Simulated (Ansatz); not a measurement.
`CB[SiH2]S`, relaxed with RKS PBE0-D4/def2-TZVP in Ansatz 0.2.0 from a PBE-D4/def2-SVP geometry. The force threshold is 0.005 eV/Å; the program also tests the step.

Total charge 0; spin multiplicity 1.

Start:

```xyz
11

C     1.525    0.092    0.959
B     0.104    0.704    0.797
Si   -1.239    0.085   -0.585
S    -0.420   -1.681   -1.556
H     1.946    0.161    1.983
H     2.153    0.791    0.344
H     1.684   -0.919    0.535
H    -0.215    1.666    1.482
H    -1.501    1.182   -1.593
H    -2.577   -0.217    0.053
H    -1.461   -1.862   -2.419
```

```tsv
step	energy (eV)	largest force (eV/Å)	largest move (Å)
1	-20532.4446	0.613	0.000
2	-20532.4819	0.167	0.036
3	-20532.4853	0.051	0.016
4	-20532.4857	0.027	0.017
5	-20532.4858	0.034	0.019
6	-20532.4862	0.029	0.027
7	-20532.4863	0.023	0.021
8	-20532.4864	0.013	0.016
9	-20532.4864	0.006	0.007
10	-20532.4864	0.005	0.005
```

End:

```xyz
11

C     1.515    0.090    0.977
B     0.116    0.720    0.773
Si   -1.227    0.082   -0.588
S    -0.404   -1.611   -1.623
H     1.926    0.209    1.982
H     2.160    0.704    0.321
H     1.634   -0.940    0.637
H    -0.188    1.691    1.410
H    -1.562    1.166   -1.557
H    -2.503   -0.295    0.088
H    -1.465   -1.816   -2.420
```

Run time 40 s (2 threads of an Arm Neoverse V2 on a shared host); peak host memory 0.42 GiB.
